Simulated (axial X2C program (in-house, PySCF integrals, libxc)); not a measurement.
## Worked dissociation energy of TaC⁺: TPSS, spin-free

All values were computed with an in-house all-electron X2C program for linear molecules (integrals from PySCF). Spin-free means the one-electron spin-free X2C Hamiltonian. Basis: Ta dyall-cv3z [13s14p9d7f4g], C dyall-v3z [7s6p2d1f] (cores contracted in-house); Gaussian nuclei, density fitting, unrestricted open shells. Masses: Ta 180.948 u, C 12.000 u.

Molecular state: M_S = 1, Λ = 0 (beyond evenly filled blocks: 2 × σα).

| Item | Value |
| --- | --- |
| E(Ta+) (2M_S = 4, M_L = 0) | -15604.669210 hartree |
| E(C) (2M_S = 2, M_L = 0) | -37.881597 hartree |
| E(TaC⁺) at Re | -15642.741819 hartree |
| ωe | 1032.9 cm⁻¹ |
| ωexe | 3.76 cm⁻¹ |

(1) Work out De and D0.

Occupations by symmetry block were frozen at the best pattern of an incomplete PBE0 search. De is counted from the lowest determinant-based energies of the atoms at the same level, without counterpoise correction. Other states lie close and PBE0, whose exact exchange favours high spin, may order them wrongly; the determinant shown need not be the ground state. The nearest other spin-free determinant of the search, M_S = 0, Λ = 0, lies 0.43 eV up at the distance of the search.

Each atomic determinant is the lowest at this level and need not be a pure term. Totals compare only within one Hamiltonian and basis.

Results:

(1) De = -15604.669210 + (-37.881597) − (-15642.741819) = 0.19101 hartree = 5.198 eV. The zero-point energy is ωe/2 − ωexe/4 = 515 cm⁻¹ = 0.064 eV, so D0 = 5.134 eV.
